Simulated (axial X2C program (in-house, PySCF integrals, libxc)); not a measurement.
## GaF: properties at the nuclei

Calculated with an axial X2C code built on PySCF integrals: two-component X2C with atomic mean-field Coulomb and Gaunt terms, Gaussian nuclei, basis Ga dyall-cv3z, F dyall-av3z with contracted cores.

R = 1.788 Å (near the PBE0 minimum at charge 0 of the determinant lowest at the starting distance; the state shown can have its own minimum elsewhere).

Input and command:
```json
{"zs": [31, 9], "q": 0, "bas": ["dyall-cv3z", "dyall-av3z"], "r0": 1.88, "levels": ["PBE0", "HF", "r2SCAN", "B3LYP", "PBE50"], "nst": 3}
```
```bash
python soeom.py task.json out
```

Keys: zs atomic numbers; q charge; bas basis sets; r0 starting distance in Å; levels methods; nst determinants followed.

Determinant lowest in the PBE0 search, Ω = 0 (closed shell), highest spinor 52% Ga s, 23% F p, 18% Ga p:

```csv
level,qzz Ga (a.u.),qzz F (a.u.),μ (D)
PBE0,-2.71,0.53,-2.40
HF,-2.83,0.56,-2.44
r2SCAN,-2.71,0.48,-2.25
B3LYP,-2.68,0.49,-2.48
PBE50,-2.78,0.57,-2.45
```

qzz is the electric field gradient, eQq0 = 234.96 MHz × Q/barn × qzz; μ is positive if the F end (last atom) is positive. The operators were transformed with the bare-nucleus X2C matrices; with these basis sets, hyperfine constants and field gradients can be off by tens of per cent, and where levels differ in sign neither size nor sign is settled.

(1) With Q(69Ga) = 0.171 barn (Q from Pyykkö, Mol. Phys. 2018), turn the PBE0 values of the first state into constants in MHz.

Each state is one determinant with collinear spin. The search compared states at one distance, so a state with another bond length can lie lower.

Answers

(1) eQq0(69Ga) = 234.96 × (0.171) × (-2.71) = -109 MHz.
